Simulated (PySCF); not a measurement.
H6Si2, charge +1, doublet, at a GFN2-xTB geometry (a state made from the parent by changing its charge; the spin is typed, not shown lowest); PBE/def2-SVP run with PySCF.

The PySCF input:
```python
from pyscf import gto, scf, dft

mol = gto.Mole()
mol.atom = '''
    Si    0.01894810   -0.00753804    1.34261774
    Si   -0.01894810    0.00753804   -1.34261774
    H     0.04238232    1.42341562    1.61366679
    H    -1.22761254   -0.70825227    1.61962187
    H     1.25322158   -0.74221207    1.58441968
    H    -0.01132274   -1.42350399   -1.61410563
    H    -1.26883003    0.71535561   -1.58435019
    H     1.21216140    0.73519710   -1.61925253
'''
mol.basis = 'def2-svp'
mol.charge = 1
mol.spin = 1
mol.verbose = 4
mol.build()

mf = dft.UKS(mol)
mf.xc = 'pbe'
mf.kernel()
```

What does PySCF print? Leave out banner, timings and long lists.


```
PySCF version 2.14.0

[INPUT] verbose = 4
[INPUT] num. atoms = 8
[INPUT] num. electrons = 33
[INPUT] charge = 1
[INPUT] spin (= nelec alpha-beta = 2S) = 1
[INPUT] symmetry False subgroup None
[INPUT] Mole.unit = angstrom
[INPUT] Symbol           X                Y                Z      unit          X                Y                Z       unit  Magmom
[INPUT]  1 Si     0.018948100000  -0.007538040000   1.342617740000 AA    0.035806719581  -0.014244831116   2.537179818583 Bohr   0.0
[INPUT]  2 Si    -0.018948100000   0.007538040000  -1.342617740000 AA   -0.035806719581   0.014244831116  -2.537179818583 Bohr   0.0
[INPUT]  3 H      0.042382320000   1.423415620000   1.613666790000 AA    0.080090977324   2.689865683228   3.049388289406 Bohr   0.0
[INPUT]  4 H     -1.227612540000  -0.708252270000   1.619621870000 AA   -2.319851487682  -1.338402817402   3.060641759656 Bohr   0.0
[INPUT]  5 H      1.253221580000  -0.742212070000   1.584419680000 AA    2.368245559595  -1.402577538647   2.994119261571 Bohr   0.0
[INPUT]  6 H     -0.011322740000  -1.423503990000  -1.614105630000 AA   -0.021396877580  -2.690032678326  -3.050217576819 Bohr   0.0
[INPUT]  7 H     -1.268830030000   0.715355610000  -1.584350190000 AA   -2.397741255324   1.351826184571  -2.993987944503 Bohr   0.0
[INPUT]  8 H      1.212161400000   0.735197100000  -1.619252530000 AA    2.290653064769   1.389321166574  -3.059943808209 Bohr   0.0

nuclear repulsion = 85.2480132578057
number of shells = 34
number of NR pGTOs = 114
number of NR cGTOs = 66
basis = def2-svp
ecp = {}

******** <class 'pyscf.dft.uks.UKS'> ********
method = UKS
initial guess = minao
damping factor = 0
level_shift factor = 0
DIIS = <class 'pyscf.scf.diis.CDIIS'>
diis_start_cycle = 1
diis_space = 8
diis_damp = 0
SCF conv_tol = 1e-09
SCF conv_tol_grad = None
SCF max_cycles = 50
direct_scf = True
direct_scf_tol = 1e-13
number electrons alpha = 17  beta = 16
XC library pyscf.dft.libxc version 7.1.2
    S. Lehtola, C. Steigemann, M. J. T. Oliveira, and M. A. L. Marques,  SoftwareX 7, 1–5 (2018)
XC functionals = pbe
    J. P. Perdew, K. Burke, and M. Ernzerhof,  Phys. Rev. Lett. 77, 3865 (1996)
    J. P. Perdew, K. Burke, and M. Ernzerhof,  Phys. Rev. Lett. 78, 1396 (1997)
    J. P. Perdew, K. Burke, and M. Ernzerhof,  Phys. Rev. Lett. 77, 3865 (1996)
    J. P. Perdew, K. Burke, and M. Ernzerhof,  Phys. Rev. Lett. 78, 1396 (1997)
radial grids:
    Treutler-Ahlrichs [JCP 102, 346 (1995); DOI:10.1063/1.469408] (M4) radial grids

becke partition: Becke, JCP 88, 2547 (1988); DOI:10.1063/1.454033
pruning grids: <function nwchem_prune>
grids dens level: 3
symmetrized grids: False
atomic radii adjust function: <function treutler_atomic_radii_adjust>
small_rho_cutoff = 0
Set gradient conv threshold to 3.16228e-05
tot grids = 97208
init E= -581.730522975327

cycle= 1 E= -581.686274411092  delta_E= 0.0442  |g|= 0.178  |ddm|= 1.69
cycle= 2 E= -581.686657556381  delta_E= -0.000383  |g|= 0.174  |ddm|= 0.537
cycle= 3 E= -581.710572306572  delta_E= -0.0239  |g|= 0.0132  |ddm|= 0.266
cycle= 4 E= -581.710723278814  delta_E= -0.000151  |g|= 0.00335  |ddm|= 0.022
cycle= 5 E= -581.710733974667  delta_E= -1.07e-05  |g|= 0.00027  |ddm|= 0.00598
cycle= 6 E= -581.710734055831  delta_E= -8.12e-08  |g|= 4.61e-05  |ddm|= 0.000569
cycle= 7 E= -581.710734058598  delta_E= -2.77e-09  |g|= 8.99e-06  |ddm|= 0.000102
cycle= 8 E= -581.710734058758  delta_E= -1.6e-10  |g|= 1.27e-06  |ddm|= 3.12e-05
Extra cycle  E= -581.710734058761  delta_E= -3.41e-12  |g|= 9.01e-07  |ddm|= 3.58e-06
converged SCF energy = -581.710734058761  <S^2> = 0.75192947  2S+1 = 2.0019285
```
